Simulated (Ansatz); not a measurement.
```xyz
9

B     0.200   -0.686    0.234
Ga    2.358   -0.401    0.443
C    -1.107    0.169   -0.203
B     0.191    0.941   -0.256
F     0.656    2.140   -0.551
H     0.690   -1.528   -0.512
H     0.427   -0.949    1.412
H    -1.827    0.415    0.575
H    -1.589   -0.101   -1.141
```

The species carries charge 0 and has multiplicity 1. The bonds changed during the relaxation, so this is another structure than the one it started from.

(1) List the ωB97M-V/def2-TZVPP orbital energies in eV (the Gaussian-basis code of Ansatz). (Best estimate.)

## Answers

(1) Computed: Occupied: -10153.55, -1256.99, -1111.13, -1111.12, -1111.08, -678.35, -280.52, -189.54, -186.91, -154.30, -106.66, -106.66, -106.50, -37.13, -25.75, -25.75, -25.66, -25.63, -25.61, -22.88, -18.40, -17.83, -16.08, -15.93, -14.88, -14.24, -11.75, -11.66, -9.75, -8.27. Lowest empty: 0.32, 0.36, 1.28, 1.90, 2.69, 3.44, 3.45, 3.62.
